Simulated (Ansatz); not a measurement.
Z-matrix (Å, degrees):
```
C
Ge 1 1.942
H 1 1.091 2 109.8
H 1 1.092 2 110.1 3 -119.9
H 1 1.090 2 110.2 3 119.9
C 2 1.942 1 113.3 3 56.2
Cl 2 2.173 1 106.7 3 -60.9
H 2 1.540 1 112.1 3 -175.8
H 6 1.092 2 110.1 1 63.9
H 6 1.091 2 109.8 1 -56.0
H 6 1.090 2 110.2 1 -176.0
```

Charge 0, multiplicity 1.

Q: List the PBE0/def2-TZVPP orbital energies in eV (Ansatz). (An estimate is asked.)

A: The calculation gave: Occupied: -10860.38, -2766.70, -1358.59, -1208.44, -1208.39, -1208.38, -278.22, -278.22, -258.54, -196.82, -196.68, -196.68, -171.35, -121.23, -121.09, -121.07, -34.06, -33.98, -33.97, -33.87, -33.87, -22.33, -20.09, -19.51, -14.41, -12.05, -11.92, -11.60, -11.52, -9.88, -9.68, -9.52, -8.34, -8.27. Lowest empty: 0.57, 1.06, 1.37, 1.65, 2.61, 2.80, 2.94, 3.26.
